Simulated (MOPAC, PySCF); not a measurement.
C4H5NS, SMILES `s1c(N)ccc1`, neutral singlet in the gas phase. 

Cartesian coordinates (Å):
SMILES: Nc1sccc1
```xyz
11

N      2.1300     0.0935     0.2489
C      0.7464     0.1484     0.1045
C     -0.1342    -0.8839    -0.0732
C     -1.4916    -0.4514    -0.0870
C     -1.6325     0.8911     0.0733
S     -0.0925     1.6610     0.2674
H      2.5276    -0.7825    -0.0565
H      2.6311     0.8756    -0.1456
H      0.1771    -1.9122    -0.1924
H     -2.3288    -1.1210    -0.2233
H     -2.5327     1.4814     0.0838
```
Charge 0, spin multiplicity 1.

All levels are single points at this geometry (B3LYP-D3(BJ)/def2-TZVP); Pople sets use spherical d functions. Orbital energies aren't observables, and empty levels follow the basis.

B3LYP-D3(BJ)/def2-TZVP in PySCF gives gap (eV) = 5.34.

Q: Estimate the gap (eV) from each of these levels: PBE-D3(BJ)/def2-TZVP in PySCF; B3LYP/6-311+G** in PySCF; BP86/6-31G* in PySCF; PM3 in MOPAC; PM6 in MOPAC.

A: 
```json
[
 {"level": "PBE-D3(BJ)/def2-TZVP in PySCF", "gap (eV)": "3.86"},
 {"level": "B3LYP/6-311+G** in PySCF", "gap (eV)": "5.22"},
 {"level": "BP86/6-31G* in PySCF", "gap (eV)": "3.95"},
 {"level": "PM3 in MOPAC", "gap (eV)": "8.51"},
 {"level": "PM6 in MOPAC", "gap (eV)": "8.63"}
]
```
